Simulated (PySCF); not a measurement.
## Relaxation of singlet HfOCl₂

All numbers come from PBE0/[Hf def2-TZVP with ECP60, O def2-TZVP, Cl def2-TZVP], scalar-relativistic core potentials, density fitting, no spin–orbit coupling, PySCF. A (50,194) grid was used.

A hand-made trigonal planar start, of C2v symmetry, held to at least that symmetry:

Coordinates in bohr (charge 0 multiplicity 1):
```
Hf   -0.4135    0.0000    0.0000
O    -3.9094    0.0000    0.0000
Cl    1.9581   -4.1077    0.0000
Cl    1.9581    4.1077    0.0000
```

What does it relax to?

It ends at C2v with Hf–Cl 2.377 Å (×2), Hf–O 1.743 Å; Cl–Hf–Cl 129.7°, Cl–Hf–O 115.1° (×2) (after a last refinement on a finer grid). A frequency run shows 1 imaginary mode, down to 53i cm⁻¹, so it is a saddle point.

How much energy is released, and in how many steps?

52.1 kJ/mol in 6 steps.

No spin–orbit coupling is included, which matters more the heavier the element.

The relaxation took 15 s on 4 threads of a shared Arm Neoverse V2 host, with 145 basis functions and 7 gradients; the process peaked at 0.79 GiB. Launch command: `OMP_NUM_THREADS=4 python axn.py task.json out`.
